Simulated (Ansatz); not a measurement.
Ansatz results at the PBE0-D4/def2-TZVP geometry: HOMO energy (PBE0/def2-TZVPP) -8.80 eV; HOMO–LUMO gap (ωB97M-V/def2-TZVPP) 12.72 eV; HOMO–LUMO gap (PBE0/def2-TZVPP) 8.59 eV.

Each molecule was computed in one conformer, which needn't be the lowest.

Problem. Which molecule gave them?
A. `F[SiH2][SiH2]F`
B. `CO[SiH](F)S[SiH2]F`
C. `C[SiH](O)[SiH](O)O`
D. `Cl[SiH2][O][GeH2][Cl]`

Solution. D. The others give `F[SiH2][SiH2]F`: -8.44, 10.95, 7.11; `C[SiH](O)[SiH](O)O`: -7.53, 11.09, 7.36; `CO[SiH](F)S[SiH2]F`: -8.26, 11.95, 7.99.
